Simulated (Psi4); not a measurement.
HF5OW, singlet, geometry from GFN2-xTB (such geometries of metal compounds can be far from the true shape) (core potentials on W). Base run: M06-2X/def2-SVP in Psi4 1.11.

Input for Psi4:
```
memory 2 GB

molecule {
0 1
W     0.00634034   -0.01303555    0.00301076
F    -0.78081071    1.60532460   -0.37077427
F     1.41436142    0.93232006    0.77031304
F     0.84277491    0.09380034   -1.65648816
F    -0.89290696    0.00926971    1.63268256
F    -1.46449346   -0.82925000   -0.79411864
O     0.78305903   -1.60994707    0.37184191
H     1.19601609   -2.45897504    0.56793790
}

set {
  basis def2-svp
}

energy('m06-2x')
print_variables()
```

Each row names what was changed in the base input (with any setting that the change needs).

```csv
change,E (Eh),dipole (D),core-seconds (rough)
base,-641.59599,4.29,10
functional = cam-b3lyp,-641.76915,4.19,9
functional = svwn,-639.56565,4.06,7
functional = m06-l,-641.93288,4.09,10
functional = tpss,-642.02870,4.00,20
functional = tpssh,-641.93621,4.09,20
functional = mn15,-641.37677,4.18,10
functional = revpbe,-641.84947,3.93,7
functional = wb97x,-641.83185,4.17,9
functional = m11,-641.67276,4.29,10
functional = hse06,-641.43988,4.17,20
functional = pw6b95,-642.54678,4.21,10
functional = m06,-641.75000,4.24,10
```

Absolute energies of different levels of theory aren't comparable as measures of quality.
